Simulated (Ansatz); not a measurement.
Basis-set extrapolation for C3H8OSi, SMILES `CC[Si]OC` (PBE0-D4/def2-TZVP geometry, frozen core, Ansatz). Multiplicity 1, RHF reference.

|  | def2-TZVPP | def2-QZVPP |
| --- | --- | --- |
| HF | -482.132034 | -482.150373 |
| MP2 correlation | -0.868507 | -0.928463 |
| CCSD(T) correlation | -0.955471 | not run |

Energies in hartree. Use E(X) = E(∞) + A·exp(−7.88·√X) for Hartree–Fock and E(X) = E(∞) + B·X^(−2.97) for correlation, with X = 3 and 4, and add CCSD(T) minus MP2 of the smaller set to the MP2 limit.

**Question.** What is the CCSD(T) energy at the basis-set limit?

**Answer.** HF limit: -482.150373 + (-0.018339) × 0.13774 = -482.15290. MP2 limit: -0.928463 + (-0.059956) × 0.74074 = -0.97287. Higher-order term: -0.955471 − (-0.868507) = -0.08696. Total: -483.21273 hartree, 328.8 kJ/mol below CCSD(T)/def2-TZVPP.
